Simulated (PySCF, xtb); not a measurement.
CH2NO, SMILES N=C=[OH+], charge +1.

xtb with GFN2-xTB at its own geometry gives an orbital gap of 6.85 eV.

The structure is a stationary point at PBE0-D3(BJ)/def2-TZVP. The isomer is the one that the SMILES or the coordinates give; other isomers of the formula were not compared.

Q: What does M06-2X/def2-TZVPD run with PySCF give? (An estimate is asked for; the answer gives what the named calculation found.)

A: gap 12.96 eV (levels -18.71 and -5.75 eV).
